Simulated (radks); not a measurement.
The numbers below are computed, except where a source is named.
Problem. Valence configurations of Cd I (all share [Kr]). Code: a radial shooting solver on a logarithmic mesh with Libxc functionals. Model: Dirac Kohn-Sham, LDA (Slater exchange, Perdew-Wang correlation), spin-unpolarised, spherical densities, point nucleus; open shells fill j = l - 1/2 first. Order these by energy: 4d6 5s2 5p4; 4d10 5s1 5p1; 4d8 5s2 5p2; 4d7.5 5s2 5p2.5; 4d9 5s2 5p1; 4d8.5 5s2 5p1.5; 4d9.5 5s2 5p0.5; 4d10 5s2; 4d9.5 5s1 5p1.5; 4d8.5 5s1 5p2.5.

Solution. From the lowest, in eV above it: 4d10 5s2 0.000; 4d10 5s1 5p1 4.628; 4d9.5 5s2 5p0.5 5.559; 4d9.5 5s1 5p1.5 10.608; 4d9 5s2 5p1 12.096; 4d8.5 5s2 5p1.5 19.617; 4d8.5 5s1 5p2.5 25.622; 4d8 5s2 5p2 28.129; 4d7.5 5s2 5p2.5 37.861; 4d6 5s2 5p4 73.410. NIST lists [Kr] 4d10 5s2 as the ground configuration; this level of theory agrees among the configurations tried. The energies are those of spherical spin-averaged densities, not of single terms.
